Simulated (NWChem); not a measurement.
WN$_{3}$H$_{5}$O; SMILES [W]([NH2])(=[NH])(=[NH])[OH]

Computed with NWChem. The geometry was optimised at PBE0/def2-SVP. Not confirmed as a minimum by frequencies. def2 effective core potentials on W; no spin-orbit coupling. One conformer.

Diagonal of the polarisability tensor at PBE/def2-SVPD, static: 72.56, 71.53, 77.87 bohr³.

Question: Find the mean polarisability volume, the molar refraction, and the refractive index that an ideal gas of it would have at 273.15 K and 1 atm.

Answer: 
1. Mean: one third of the trace = 73.99 bohr³ × 0.14818 Å³/bohr³ = 10.96 Å³.
2. Molar refraction (Lorentz-Lorenz): (4π/3) N_A α = 27.7 cm³/mol.
3. Number density p/kT = 2.687 × 10⁻⁵ Å⁻³; n − 1 = 2π N α = 18.51 × 10⁻⁴.
4. These hold the electronic response alone: vibrational and orientational terms add to the static dielectric constant.
